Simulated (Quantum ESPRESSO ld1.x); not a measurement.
Species: neutral holmium. Configuration: [Kr] 4d10 4f11 5s2 5p5 6s2 5d1 (not the ground configuration). Calculated with ld1.x of Quantum ESPRESSO 7.5: Dirac Kohn-Sham, relativistic LDA (MacDonald-Vosko exchange, VWN5 correlation), spin-unpolarised, spherical densities, point nucleus; open shells fill j = l - 1/2 first.

Normalised radial functions P(r) = r R(r) (large component), r in bohr:

r	6s1/2	7s1/2
0.004354	0.0398	0.0115
0.007441	0.0488	0.0141
0.01262	0.0458	0.0132
0.02139	0.0161	0.0046
0.03627	-0.0435	-0.0125
0.0615	-0.0778	-0.0224
0.1043	0.0123	0.0036
0.1768	0.1129	0.0325
0.3022	-0.0770	-0.0223
0.5124	-0.1055	-0.0301
0.8688	0.2450	0.0706
1.473	0.0430	0.0076
2.498	-0.4938	-0.1374
4.235	-0.4979	-0.0440
7.18	-0.1534	0.2220
12.27	-0.0101	0.2752
20.81	-0.0001	0.1485
35.28	0.0000	0.0460

6s1/2: eigenvalue -4.444 eV, 5 radial nodes at r = 0.0252, 0.0998, 0.259, 0.602, 1.53 bohr, <r> = 3.83 bohr, 90 % of the charge inside 5.67 bohr. 7s1/2 (empty): eigenvalue -0.089 eV, 6 radial nodes at r = 0.0252, 0.0997, 0.259, 0.601, 1.51, 4.64 bohr, <r> = 14.0 bohr, 90 % of the charge inside 22.7 bohr.
